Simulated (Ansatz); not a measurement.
Compare A (`C1O[SiH2]C[SiH2]1`) with its isomer B (`C=C[SiH2][SiH2]O`).

Gas-phase electronic energies from Ansatz, PBE0-D4/def2-TZVP geometries. CCSD(T)/CBS adds triple-zeta CCSD(T) − MP2 to the extrapolated MP2 energy (def2 sets, frozen cores). DFT in def2-TZVPP. B3LYP here is the variant with VWN-RPA as its local correlation; programs differ in this. Each species was taken in one conformer, which may not be the lowest.

Which is lower in electronic energy at CCSD(T)/CBS, and by how much? (Best estimate.)

Ansatz gave: A, by 63.0 kJ/mol.

Give E(B) − E(A) in kJ/mol with PBE0-D4, B3LYP, B2PLYP, ωB97M-V, MP2/def2-TZVPP, r2SCAN-D4, HF/def2-TZVPP. (An estimate is asked.)

The calculation gave: PBE0-D4 74.0, B3LYP 50.8, B2PLYP 59.3, ωB97M-V 77.1, MP2/def2-TZVPP 73.7, r2SCAN-D4 71.3, HF/def2-TZVPP 47.6. None reverses the order clearly.

Largest T1 diagnostic: 0.012.

The D4 term adds +6.9 kJ/mol with B3LYP and +3.2 kJ/mol with PBE0; it sums over pairs of atoms, weighted by their polarisabilities, and B3LYP, whose exchange is more repulsive, gets the larger term. In def2-TZVPP, CCSD(T) changes the Hartree–Fock value by +14.9 kJ/mol (the triples alone add +0.2 kJ/mol) and MP2 by +26.1 kJ/mol.
